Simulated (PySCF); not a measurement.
A species of formula C7H15P has this rotational fingerprint, computed with PBE0/pcSseg-1 in PySCF (dipole) on a GFN2-xTB geometry, gas phase:

| Property | Result |
| --- | --- |
| Rotational constants | A = 2597, B = 1251, C = 1192 MHz |
| Dipole components | \|μa\| = 2.09 D, \|μb\| = 2.43 D, \|μc\| = 0.53 D |
| Inertial defect | -174.39 u·Å² |
| κ | -0.92 |

Question: Which structure is it? (One computed conformer of each.)
A. `[CH2:1]=[CH:2][P:3]([CH2:4][CH3:5])[CH:6]([CH3:7])[CH3:8]` with C1–C2–P3–C4 121°, C2–P3–C4–C5 -72°, C2–P3–C6–C7 67°
B. `[CH2:1]=[P:2]1([CH2:3][CH3:4])[CH2:5][CH2:6][CH2:7][CH2:8]1` with C1–P2–C3–C4 -46°, C1–P2–C5–C6 138°, P2–C5–C6–C7 -40°, C5–C6–C7–C8 50°, C6–C7–C8–P2 -36°
C. `[CH3:1][CH2:2][C:3]([CH3:4])([CH3:5])[P:6]1[CH2:7][CH2:8]1` with C1–C2–C3–C4 62°, C2–C3–P6–C7 122°
D. `[CH2:1]=[C:2]([CH3:3])[PH:4][C:5]([CH3:6])([CH3:7])[CH3:8]` with C1–C2–P4–C5 -85°

Answer: B. It is C=P1(CC)CCCC1, a near-prolate asymmetric top, point group C1. The candidates at the same level (rigid rotor, commonest isotopes):

```csv
SMILES,A (MHz),B (MHz),C (MHz),μa (D),μb (D),μc (D),Δ (u·Å²),point group,rotor
C=C(C)PC(C)(C)C,2545,1143,1098,0.10,0.37,1.33,-180.69,C1,near-prolate asymmetric top
C=P1(CC)CCCC1,2597,1251,1192,2.09,2.43,0.53,-174.39,C1,near-prolate asymmetric top
C=CP(CC)C(C)C,2048,1322,880.3,0.02,0.07,1.17,-55.03,C1,asymmetric top
CCC(C)(C)P1CC1,2286,1373,1179,0.27,0.49,1.17,-160.54,C1,asymmetric top
```

`CCC(C)(C)P1CC1` has A 12 % too low; `C=C(C)PC(C)(C)C` has B 9 % too low; `C=CP(CC)C(C)C` has C 26 % too low. No structure here is proved a minimum.
